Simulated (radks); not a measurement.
Se I, 34 electrons, occupied as [Ar] 3d10 4s2 4p2 4f2 (not the ground configuration). Calculated with a radial shooting solver on a logarithmic mesh with Libxc functionals: scalar-relativistic Kohn-Sham, PBE, spin-polarised, spherical densities, finite nucleus; open shells are filled with parallel spins first; Fermi nuclear charge, rms radius 4.14 fm.

Normalised radial functions P(r) = r R(r), r in bohr:

r	4s up	4p up	4f up
0.003838	0.0598	0.0021	0.0000
0.006203	0.0873	0.0051	0.0000
0.009945	0.1198	0.0119	0.0000
0.01607	0.1492	0.0274	0.0000
0.02577	0.1520	0.0585	0.0000
0.04164	0.0894	0.1144	0.0000
0.06676	-0.0628	0.1862	0.0000
0.1079	-0.2390	0.2201	0.0000
0.173	-0.2050	0.1022	0.0001
0.2795	0.1758	-0.1964	0.0004
0.4481	0.4245	-0.3605	0.0014
0.7242	-0.0556	-0.0187	0.0043
1.161	-0.7554	0.5753	0.0127
1.876	-0.7685	0.7759	0.0369
3.008	-0.2684	0.4015	0.0901
4.861	-0.0246	0.0686	0.1917
7.794	-0.0004	0.0029	0.3301
12.6	0.0000	0.0000	0.2723
20.19	0.0000	0.0000	0.0699
32.63	0.0000	0.0000	0.0043

4s up: eigenvalue -32.456 eV, 3 radial nodes at r = 0.0565, 0.232, 0.700 bohr, <r> = 1.69 bohr, 90 % of the charge inside 2.49 bohr. 4p up: eigenvalue -20.307 eV, 2 radial nodes at r = 0.208, 0.735 bohr, <r> = 1.98 bohr, 90 % of the charge inside 2.95 bohr. 4f up: eigenvalue -0.686 eV, 0 radial nodes, <r> = 10.2 bohr, 90 % of the charge inside 14.8 bohr.
